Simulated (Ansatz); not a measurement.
Reaction (substitution at a C–C bond): `C[CH2][Sn][Cl]` + `N[SiH](S)Cl` → `CS[SiH](N)Cl` + `[CH3][Sn][Cl]`

Isolated molecules relaxed with PBE0-D4/def2-TZVP in Ansatz; ΔE leaves out vibrations. CCSD(T)/CBS is the MP2 limit (def2-TZVPP, def2-QZVPP) plus CCSD(T) − MP2 in def2-TZVPP, frozen cores. DFT in def2-TZVPP. Elements past krypton have def2 core potentials. For Sn outer-core shells are correlated without core-valence functions, which leaves a few kJ/mol of doubt a bond. One conformer a species, not always the lowest.

`C[CH2][Sn][Cl]`:

```xyz
9

C     0.465    0.587    0.649
C     0.290   -0.737   -0.086
Sn   -0.594   -0.544   -2.082
Cl   -2.561    0.550   -1.296
H    -0.490    1.106    0.759
H     0.878    0.440    1.652
H     1.146    1.262    0.122
H     1.245   -1.263   -0.192
H    -0.380   -1.401    0.474
```

`N[SiH](S)Cl`:

Z-matrix (Å, degrees):
```
Si
S 1 2.123
Cl 1 2.069 2 107.8
N 1 1.694 2 105.5 3 124.8
H 1 1.477 2 115.1 3 -116.6
H 2 1.343 1 94.3 3 27.8
H 4 1.007 1 120.7 2 158.7
H 4 1.007 1 121.2 2 -50.3
```

`CS[SiH](N)Cl`:

```xyz
11

C     1.836    0.140    0.343
S     0.514    0.115    1.590
Si   -1.174    0.329    0.345
N    -1.196   -0.888   -0.844
Cl   -1.183    2.088   -0.729
H     2.747   -0.184    0.843
H     1.606   -0.543   -0.474
H     1.974    1.149   -0.043
H    -2.319    0.395    1.282
H    -1.658   -0.741   -1.727
H    -1.146   -1.860   -0.587
```

`[CH3][Sn][Cl]`:

```xyz
6

C    -0.653   -0.240    0.014
Sn    1.226   -0.302   -1.084
Cl    2.331    1.191    0.407
H    -0.992    0.797    0.090
H    -0.483   -0.603    1.032
H    -1.430   -0.843   -0.459
```

```csv
species,r2SCAN-D4 energy (Eh)
`C[CH2][Sn][Cl]`,-753.81382
`N[SiH](S)Cl`,-1205.11586
`CS[SiH](N)Cl`,-1244.41456
`[CH3][Sn][Cl]`,-714.51574
```

Question: Work out ΔE.

Answer: ΔE = (-1244.41456) + (-714.51574) − (-753.81382) − (-1205.11586) = -0.00062 Eh = -1.6 kJ/mol. CCSD(T)/CBS gives +1.7 kJ/mol.

Question: What do rigid-rotor, harmonic-oscillator terms from PBE0-D4/def2-TZVP frequencies (298.15 K, 1 bar) make of the CCSD(T)/CBS value? (Estimate.)

Answer: Ansatz gave: ΔZPE = +0.4 kJ/mol, ΔH = +3.4 kJ/mol, ΔS = 8 J/(mol·K), ΔG = +1.1 kJ/mol. Modes under 50 cm⁻¹ make the entropy rough.

Largest T1 diagnostic among the species: 0.013.

Leaving LDA and LC-ωPBE aside and taking each functional with its dispersion term where it has one, the values, not all of them listed here, spread over 3.1 kJ/mol, from revPBE-D4 to PBE-QIDH. LDA lies +3.6 kJ/mol from PBE without D4. At CCSD(T), def2-SVP lies +14.2 kJ/mol from the extrapolated value and def2-TZVPP +2.1 kJ/mol.
